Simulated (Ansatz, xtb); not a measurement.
# C4H4BN3: 12 structures ranked

12 gas-phase structures of C4H4BN3, from a drawn sample of its isomers (lower ones may exist). Each was relaxed with GFN2-xTB:

A. `Bc1cc(C#N)n[nH]1`, a singlet
B. `Bc1n[nH]cc1C#N`, a singlet
C. `Bn1ccc(C#N)n1`, a singlet
D. `Bc1ccn(C#N)n1`, a singlet
E. `Bn1cc(C#N)cn1`, a singlet
F. `Bc1c[nH]nc1C#N`, a singlet
G. `Bc1[nH]ncc1C#N`, a singlet
H. `Bn1nccc1C#N`, a singlet
I. `Bc1cnn(C#N)c1`, a singlet
J. `Bc1cc(C#N)[nH]n1`, a singlet
K. `Bc1cn[nH]c1C#N`, a singlet
L. `Bc1ccnn1C#N`, a singlet

Task: Estimate their order in r2SCAN-D4/def2-SVP energy at these geometries, lowest first.

Result: Calculated order at r2SCAN-D4/def2-SVP: E (0.0), H (1.6), C (2.1), G (11.8), A (13.5), F (14.9), K (15.4), B (16.3), J (18.1), L (31.0), I (32.6), D (36.1) kcal/mol. Less than 1 kcal/mol parts H and C; F and K; K and B, so the order within those pairs means little.

Energies above the lowest of each column, in kcal/mol; the last columns are at PBE0-D3(BJ)/def2-SVP geometries and were run for some of them only (a dash: not run or not comparable):

```csv
structure,GFN2-xTB,HF/STO-3G,r2SCAN-D4/def2-SVP,PBE0-D3(BJ)/def2-SVP,CCSD(T)/def2-SVP + ΔMP2/def2-TZVPP
E,0.0,0.0,0.0,0.0,0.0
H,0.8,2.8,1.6,2.3,2.2
C,1.8,1.7,2.1,2.1,1.6
G,18.5,23.2,11.8,12.3,15.1
A,20.5,24.0,13.5,13.9,16.4
F,22.4,24.9,14.9,14.9,16.8
K,21.8,26.8,15.4,–,–
B,22.8,26.1,16.3,–,–
J,24.1,28.2,18.1,–,–
L,18.2,37.9,31.0,–,–
I,20.2,38.1,32.6,–,–
D,22.5,41.0,36.1,–,–
```

Every level run on E puts it lowest or level with the lowest. CCSD(T)/def2-SVP + ΔMP2/def2-TZVPP orders those it was run on as E (0.0), C (1.6), H (2.2), G (15.1), A (16.4), F (16.8) kcal/mol. Less than 1 kcal/mol parts C and H; A and F, so the order within those pairs means little. Flexible structures stand in one conformer each, not always the lowest. Frequencies (GFN2-xTB) were run for A, C, E, F, G, H alone. ΔMP2 is the change of the MP2 energy from the smaller to the larger basis.

Over these structures GFN2-xTB departs from r2SCAN-D4/def2-SVP by 6.7 kcal/mol on average once a common shift is removed. A GFN2-xTB relaxation took about 0.083 s and the r2SCAN-D4/def2-SVP energy about 2.1 s on a shared host (Ansatz 0.2.0, xtb 6.7.1).
